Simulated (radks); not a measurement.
Values are calculated unless marked as measured or tabulated.
Fractional charge and spin in the 4p shell of silver: the spin-up occupation runs from 2 to 3 and the spin-down occupation from 2 to 3; the fullest corner is Ag3+, [Ar] 3d10 4s2 4d(up 4, down 4) 4p(up 3, down 3). Level of theory: scalar-relativistic Kohn-Sham, PBE, spin-polarised, spherical densities, point nucleus (a radial shooting solver on a logarithmic mesh with Libxc functionals). Energy (eV) minus the two flat planes that join the four corners (they meet along the diagonal where the two added fractions sum to one electron); zero is where a piecewise linear energy would lie.

down \ up,2,2.25,2.5,2.75,3
2,0.000,-1.798,-2.389,-1.785,0.000
2.25,-1.798,-2.316,-1.640,0.214,-1.698
2.5,-2.389,-1.640,0.286,-1.557,-2.253
2.75,-1.785,0.214,-1.557,-2.183,-1.681
3,0.000,-1.698,-2.253,-1.681,0.000

Corners above the fullest one (they belong to Ag4+ and the next ion): (up 3, down 2) 105.71 eV, (up 2, down 3) 105.71 eV, (up 2, down 2) 231.14 eV. With half an added electron in each spin the energy lies 0.286 eV from the planes, and with half an added electron in spin up alone -2.389 eV. The planes are only a guide here: the flat-plane condition holds for ground states with one frontier orbital, while this shell lies below other occupied shells, so the corners above the fullest one are inner-hole states and not the ground states of those ions.
